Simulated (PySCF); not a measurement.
## Computed properties of BrCdHS, SMILES [SH][Cd][Br]

BrCdHS, SMILES [SH][Cd][Br]. The structure is a stationary point at PBE0-D3(BJ)/def2-TZVP. The def2 effective core potentials stand for the cores of Cd; spin–orbit coupling is left out. Other conformers were not sampled. All values are computed for the isolated molecule unless a solvent is named; none is compared with measurement here.

**Structure.** The optimised structure has Cs symmetry. All 6 harmonic modes at PBE0-D3(BJ)/def2-TZVP (PySCF) are real, so it is a minimum. With heavy atoms numbered as in [Cd:1]([Br:2])[SH:3], the shortest bond between them is Cd1–S3 at 2.329 Å and the longest Cd1–Br2 at 2.411 Å.

**Vibrations.** The strongest infrared lines (harmonic, unscaled, degenerate partners summed) lie at 375 cm⁻¹ (35 km/mol, S 58 %, Cd 35 %), 239 cm⁻¹ (7 km/mol, Br 60 %, S 24 %, Cd 15 %), 73 cm⁻¹ (6 km/mol, Cd 45 %, S 37 %, Br 15 %). The softest mode is at 73 cm⁻¹ and the zero-point energy is 5.9 kcal/mol.

**Electronic structure.** PBE0/def2-TZVPD (PySCF) places the frontier levels at -7.59 and -1.91 eV, a gap of 5.68 eV, and gives a dipole moment of 1.16 D and a mean polarisability of 77.6 bohr³.

**Excitations.** TDA-PBE0/def2-SVPD (PySCF) has S1 at 4.33 eV (286 nm, f = 0.011, weak); the most intense of the 10 singlets computed lies at 6.71 eV (f = 0.04). T1 (TDA) is at 3.95 eV, 0.38 eV under S1. No vertical singlet excitation falls in the visible range (under 3.1 eV).
